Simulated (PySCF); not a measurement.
Compound: C₆H₈NP.
Numbering: `[CH3:1][C:2]1=[C:3]([CH3:4])[P:5]1[CH2:6][C:7]#[N:8]`

Geometry (GFN2-xTB, Å), atoms numbered from 1 in this order:
```
atom  x, y, z in Å
C1    -1.3660    1.5594   -0.7680
C2    -0.7238    0.7445    0.2716
C3    -0.6234   -0.4239    0.8598
C4    -1.0626   -1.8226    0.9333
P5     0.5244    0.7967    1.6186
C6     2.1646    0.4759    0.6576
C7     1.9707   -0.4256   -0.4268
N8     1.7491   -1.1573   -1.2799
H9    -0.6452    1.7877   -1.5535
H10   -1.7213    2.5011   -0.3510
H11   -2.2024    1.0163   -1.2059
H12   -0.3170   -2.4585    0.4557
H13   -2.0118   -1.9451    0.4132
H14   -1.1689   -2.1394    1.9698
H15    2.8871    0.0623    1.3666
H16    2.5389    1.4375    0.2949
```

NICS = −σ at a ghost point: NICS(0) at the centroid of the ring atoms, NICS(1) 1 Å to either side along the normal of their mean plane, zz for the tensor component along that normal. Level: GIAO PBE0/pcSseg-1 (PySCF, non-relativistic, gas phase) on the GFN2-xTB geometry, one conformer.

Ring bond lengths (Å), with Mayer bond orders in brackets: C2–C3 1.312 (1.65), C3–P5 1.839 (0.92), P5–C2 1.837 (0.91).

What do the NICS probes read (ppm)?

```csv
ring,type,NICS(0),"NICS(1), two faces","NICS(1)zz, two faces",rms pucker (Å),"centre to ring atoms, mean (Å)"
C2–C3–P5,"3-membered ring with P; formal bonds 1 double, 2 single",-29.0,-8.2 / -11.5,-18.7 / -22.3,0.00,0.96
```

What can be read from them?

- C2–C3–P5: mean NICS(1)zz -20.5 ppm, shielded. C7, outside the ring, lies 1.76 Å from a NICS(1) probe. The two faces differ by 3.6 ppm, so no symmetry operation interchanges them. NICS(0) lies 19 ppm below the mean NICS(1).

How equal are the bonds by HOMA? Use HOMA with the parameters of Krygowski (1993).

- C2–C3–P5: HOMA -1.06; the largest term is that of C3–P5, α(R − Ropt)² = 2.37.

Give the inner angles of the rings and the Hirshfeld charges of the ring atoms.

- C2–C3–P5: C2 69.2° (-0.029 e), C3 69.0° (-0.025 e), P5 41.8° (+0.096 e); sum 180.0° against 180° for a flat convex ring.

How shielded are the nuclei of the rings and their hydrogens (means over atoms taken as equivalent)?

```csv
atoms,environment,σ isotropic (ppm),"principal values of the symmetric part, first atom (ppm)"
C2 (×2),fully substituted alkene carbon,56.2,"-73.2, 81.0, 165.8"
P5,phosphine phosphorus,527.8,"281.6, 291.3, 1010.7"
```

Time: 58 s (grids of density and orbitals included); peak memory 0.88 GiB. Hardware: an Arm Neoverse N1 with one thread, shared host. This is the whole shielding run at PBE0/pcSseg-1, SCF included.
